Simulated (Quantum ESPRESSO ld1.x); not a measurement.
The run below uses ld1.x (Quantum ESPRESSO 7.5).

```
 &input
    atom='Ta',
    iswitch=1,
    rel=1,
    lsd=1,
    dft='PZ',
    config='[Kr] 4d10 4f7',
    verbosity='high',
    prefix='ld1',
    max_out_wfc=37,
    file_charge='ld1.rho',
 /
```

It prints (banner and zero overlaps left out):

```
     Program LD1 v.7.5 starts

     --------------------------- All-electron run ----------------------------

     scalar relativistic calculation

     atomic number is 73.00
     dft =PZ   lsd =1 sic =0 latt =0  beta=0.20 tr2=1.0E-14
     Exchange-correlation= PZ
                           (   1   1   0   0   0   0   0)
     mesh =2113 r(mesh) = 100.03704 a.u. xmin = -8.00 dx = 0.00800
     1 Ry =  13.60569312 eV, c = 137.03599908

     n l     nl                  e(Ry)          e(Ha)          e(eV)
     1 0     1S 1( 1.00)   -4987.210247024   -2493.605123512 -67854.4521609
     2 0     2S 1( 1.00)    -889.741523688    -444.870761844 -12105.5501301
     2 1     2P 1( 3.00)    -784.870207119    -392.435103560 -10678.7031794
     3 0     3S 1( 1.00)    -234.589304533    -117.294652266  -3191.7500874
     3 1     3P 1( 3.00)    -203.393218502    -101.696609251  -2767.3057142
     4 0     4S 1( 1.00)     -77.737220603     -38.868610301  -1057.6687678
     4 1     4P 1( 3.00)     -67.168387382     -33.584193691   -913.8724663
     3 2     3D 1( 5.00)    -166.917808260     -83.458904130  -2271.0324759
     4 2     4D 1( 5.00)     -53.695522450     -26.847761225   -730.5648005
     4 3     4F 1( 7.00)     -38.699149951     -19.349574976   -526.5287584
     1 0     1S 2( 1.00)   -4987.212099235   -2493.606049618 -67854.4773615
     2 0     2S 2( 1.00)    -889.719729100    -444.859864550 -12105.2535996
     2 1     2P 2( 3.00)    -784.854117215    -392.427058608 -10678.4842651
     3 0     3S 2( 1.00)    -234.159900308    -117.079950154  -3185.9077453
     3 1     3P 2( 3.00)    -202.964030783    -101.482015392  -2761.4663178
     4 0     4S 2( 1.00)     -77.029080202     -38.514540101  -1048.0340268
     4 1     4P 2( 3.00)     -66.485278913     -33.242639456   -904.5783021
     3 2     3D 2( 5.00)    -166.583153917     -83.291576958  -2266.4792716
     4 2     4D 2( 5.00)     -53.028449960     -26.514224980   -721.4888170
     4 3     4F 2( 0.00)     -37.999346289     -18.999673144   -517.0074445

     final scf error:  5.8E-15 reached in  30 iterations

     Etot =  -30878.734534 Ry,  -15439.367267 Ha, -420126.586098 eV
     Total magnetization:    7.00 Bohr mag.

     Ekin =   33954.411675 Ry,   16977.205838 Ha,  461973.305429 eV
     Encl =  -74149.361854 Ry,  -37074.680927 Ha,-1008853.462655 eV
     Eh   =    9887.532951 Ry,    4943.766476 Ha,  134526.739076 eV
     Exc  =    -571.317307 Ry,    -285.658653 Ha,   -7773.167948 eV
```

Run on one thread of a shared host, so times are rough (Intel(R) Xeon(R) Processor @ 2.60GHz): 0.52 s of CPU time, 1.5 s wall, 30 iterations on 2113 mesh points.
